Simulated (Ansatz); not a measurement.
FH4N2SV (`[NH2][V]([NH2])([F])=[S]`). Charge 0, multiplicity 1. The structure was optimised at the PBE0-D4/def2-TZVP level. It is one conformer, not always the lowest.

```xyz
9

N     1.325   -0.498    0.647
V    -0.210    0.430    0.377
N    -1.080   -0.135   -1.110
F    -1.254    0.160    1.747
S     0.282    2.345    0.100
H     1.330   -1.507    0.726
H     2.256   -0.115    0.665
H    -1.278    0.415   -1.931
H    -1.372   -1.097   -1.221
```

(1) What is the dipole moment at B3LYP/def2-TZVPP? (Estimate.)

(2) And with PBE, r2SCAN, ωB97M-V? (An estimate is asked.)

(3) Give the Mulliken charges with B3LYP, ωB97M-V, PBE in def2-TZVPP. (An estimate is asked.)

## Answers

(1) Ansatz gave: 3.73 D, with components (1.21, -2.72, -2.24) D in this frame, pointing from negative to positive charge.

(2) Ansatz gave: PBE 3.72 D, r2SCAN 3.82 D, ωB97M-V 3.70 D.

(3) Computed: 
```
atom  B3LYP  ωB97M-V    PBE
  N1  -0.44    -0.38  -0.42
  V2   0.93     0.79   0.79
  N3  -0.44    -0.38  -0.42
  F4  -0.38    -0.36  -0.33
  S5  -0.29    -0.22  -0.29
  H6   0.14     0.12   0.15
  H7   0.17     0.15   0.18
  H8   0.17     0.15   0.18
  H9   0.14     0.12   0.15
```

B3LYP here is the variant with VWN-RPA as its local correlation; programs differ in this.
